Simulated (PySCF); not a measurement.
Work out the structure from these simulated measurements.

Formula: C6H9FSi.

| Item | Value |
| --- | --- |
| Triplet | lowest triplet excitation (Tamm–Dancoff): 2.76 eV [TDA B3LYP/def2-SVPD] |
| UV, first state | lowest singlet excitation: 4.35 eV (285 nm, f = 0.046) [TDDFT B3LYP/def2-SVPD] |
| Dipole | 1.25 D [B3LYP/def2-SVPD] |
| Rotational structure | rotational constants A, B, C: 2.840, 1.311, 0.978 GHz [GFN2-xTB] |
| Polarisability | 95.5 au [B3LYP/def2-SVPD] |
| 13C NMR | chemical shifts (computed TMS as zero) by class: 180.8 (1 C), 168.5 (1 C), 128.5 (1 C), 100.7 (1 C), 31.3 (1 C), 17.9 (1 C) ppm [GIAO PBE0/pcSseg-1] |
| 1H NMR | chemical shifts (computed TMS as zero) by class: 5.90 (1 H), 5.13 (1 H), 4.56 (2 H), 2.53 (2 H), 1.22 (3 H) ppm [GIAO PBE0/pcSseg-1] |
| UV, strongest line | among the 8 lowest singlet transitions: S5 at 6.15 eV (202 nm, f = 0.074) [TDDFT B3LYP/def2-SVPD] |
| NMR, other nuclei | isotropic shieldings of nuclei other than C and H, by class: 263 (1 F), 403 (1 Si) ppm [GIAO PBE0/pcSseg-1] |

Electronic properties: PySCF, gas phase, density fitting. Levels stand in brackets. One conformer (not necessarily the lowest) at the GFN2-xTB geometry, without solvent, vibrations or thermal averaging. NMR values are class means; diastereotopic atoms form classes of their own.

Task: Give a SMILES that accounts for the data.

Result: Numbering: `[CH3:1][CH2:2][C:3]1=[CH:4][SiH2:5][CH:6]=[C:7]1[F:8]`. Its formula, C6H9FSi, gives 3 degrees of unsaturation: 1 ring and 2 π bonds in the structure found. 6 carbons fall into 6 classes; from least to most shielded: vinylic C–F carbon [C7] (180.8 ppm), fully substituted alkene carbon [C3] (168.5 ppm), alkene CH carbon [C4] (128.5 ppm), alkene CH carbon [C6] (100.7 ppm), allylic carbon [C2] (31.3 ppm), methyl carbon [C1] (17.9 ppm). Hydrogen classes from least to most shielded: 1 H on an alkene CH carbon, C4 (5.90 ppm), 1 H on an alkene CH carbon, C6 (5.13 ppm), 2 H on an SiH2 silicon, Si5 (4.56 ppm), 2 H on an allylic carbon, C2 (2.53 ppm), 3 H on a methyl carbon, C1 (1.22 ppm, a mean of values up to 0.6 ppm apart in this geometry). The other shieldings belong to: 263 ppm, vinyl fluorine [F8]; 403 ppm, SiH2 silicon [Si5]. S1 is mainly HOMO→LUMO (weight 0.98); the largest Löwdin shares of the orbital it empties are 0.27 on an alkene CH carbon, 0.25 on an alkene CH carbon, 0.15 on the vinylic C–F carbon and 0.15 on the fully substituted alkene carbon, of the orbital it fills 0.20 on an alkene CH carbon, 0.18 on the fully substituted alkene carbon, 0.16 on the vinylic C–F carbon and 0.16 on an alkene CH carbon. The optimised geometry has point group C1 and is an asymmetric top. Structure: `C(C)C1=C[SiH2]C=C1F`. Computed isomers that give other values at the same levels: `CC1=C[SiH2]C(CF)=C1` (13C chemical shifts (computed TMS as zero) by class: 168.6 (1 C), 152.3 (1 C), 147.7 (1 C), 121.8 (1 C), 88.1 (1 C), 25.2 (1 C) ppm); `C#C[C@@H]1C[SiH2][C@@H](F)C1` (13C chemical shifts (computed TMS as zero) by class: 93.3 (1 C), 92.5 (1 C), 75.6 (1 C), 48.9 (1 C), 30.7 (1 C), 18.9 (1 C) ppm); `C#C[C@@H]1C[SiH2][C@H](F)C1` (13C chemical shifts (computed TMS as zero) by class: 92.6 (1 C), 92.5 (1 C), 75.9 (1 C), 46.5 (1 C), 28.2 (1 C), 18.8 (1 C) ppm). The assignments are read from this structure; whether some other isomer fits the data as well wasn't checked.

Shape of the structure used: `[CH3:1][CH2:2][C:3]1=[CH:4][SiH2:5][CH:6]=[C:7]1[F:8]`: C1–C2–C3–C4 -104°.
